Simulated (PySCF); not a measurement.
## Working out the ionisation energy of Nb(2+)

Nb(2+) [Kr] 4d3 (4F) → Nb(3+) [Kr] 4d2 (3F). Calculation: PySCF 2.14, in aug-cc-pVDZ-PP with ECP28MDF (5s5p4d2f, 54 functions); a scalar-relativistic core potential. Frozen: 4s2 4p6. Energies in hartree (1 hartree = 27.21139 eV):

```tsv
part	Nb(2+) (lower)	Nb(3+) (upper)
UHF	-55.445827	-54.554719
MP2 opposite-spin	0.000000	0.000000
MP2 same-spin	-0.010066	-0.002058
```

**Question.** What does Hartree-Fock give?

**Answer.** (-54.554719) − (-55.445827) = 0.891108 hartree = 24.248 eV.

**Question.** What do MP2 and SCS-MP2 (6/5 opposite-spin, 1/3 same-spin) give?

**Answer.** The opposite-spin parts differ by 0.000 eV and the same-spin parts by 0.218 eV. MP2: 24.248 + (0.000) + (0.218) = 24.466 eV. SCS-MP2: 24.248 + 1.2 × (0.000) + (0.218)/3 = 24.321 eV.

Reference: 25.04 eV (semi-empirical (NIST evaluation); NIST Atomic Spectra Database, ionization energies), between the lowest levels; spin-orbit coupling is absent from the calculation.

A double-zeta basis recovers only part of the correlation energy.

What remains against the reference includes basis incompleteness, the frozen core and correlation beyond second order.
